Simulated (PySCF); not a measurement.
# Orbital picture of TiC⁺

TPSSh at R = 1.775 Å; PySCF, no relativity, basis sets Ti def2-TZVPPD, C def2-TZVPPD. State: quartet, unpaired electrons σ ↑, π ↑, δ ↑, a mixture of terms (⟨Lz²⟩ = 4.9). Only the outer orbitals are listed, counted within each symmetry.

| spin | orbital | occ. | ε (eV) | on Ti (%) | main shells (%) |
| --- | --- | --- | --- | --- | --- |
| α | 2π | 1 | -46.03 | 100 | 100 Ti p |
| α | 6σ | 1 | -45.89 | 97 | 97 Ti p |
| α | 2π | 1 | -45.60 | 100 | 100 Ti p |
| α | 7σ | 1 | -20.60 | 10 | 89 C s |
| α | 8σ | 1 | -12.92 | 32 | 62 C p, 31 Ti d |
| α | 3π | 1 | -12.88 | 40 | 59 C p, 37 Ti d |
| α | 3π | 1 | -12.03 | 50 | 49 C p, 48 Ti d |
| α | 1δ | 1 | -11.32 | 98 | 97 Ti d |
| α | 9σ | 0 | -8.86 | 100 | 74 Ti s, 25 Ti d |
| α | 1δ | 0 | -8.31 | 100 | 100 Ti d |
| α | 4π | 0 | -7.91 | 72 | 56 Ti d, 28 C p, 15 Ti p |
| β | 6σ | 1 | -44.61 | 98 | 98 Ti p |
| β | 2π | 1 | -43.98 | 100 | 100 Ti p |
| β | 2π | 1 | -43.92 | 100 | 100 Ti p |
| β | 7σ | 1 | -18.35 | 12 | 86 C s |
| β | 3π | 1 | -11.51 | 44 | 55 C p, 42 Ti d |
| β | 3π | 0 | -9.58 | 55 | 52 Ti d, 45 C p |
| β | 8σ | 0 | -9.05 | 47 | 46 Ti d, 37 C p, 15 C s |
| β | 9σ | 0 | -7.94 | 104 | 92 Ti s, 9 Ti d |

Task: Which are the highest filled and the lowest empty level, where do they sit, and how wide is the gap?

Result: Highest filled α 1δ at -11.32 eV (in %: 97 Ti d); lowest empty β 3π at -9.58 eV (in %: 52 Ti d, 45 C p); the gap at TPSSh is 1.74 eV.

```
bond order (Mayer)                                                                                                : 2.21
⟨S²⟩                                                                                                              : 3.760
charge on Ti (Mulliken, basis-dependent)                                                                          : 1.22
charge on Ti (Löwdin, basis-dependent)                                                                            : 0.85
dipole moment (positive dipole points towards C; it is taken about the centre of mass and depends on that origin) : -4.41 D
```

Shares are Mulliken populations and can fall outside 0 to 100 %.

The state is the lowest single determinant that the PBE0 search found; with open d or f shells the true ground state can be another one.
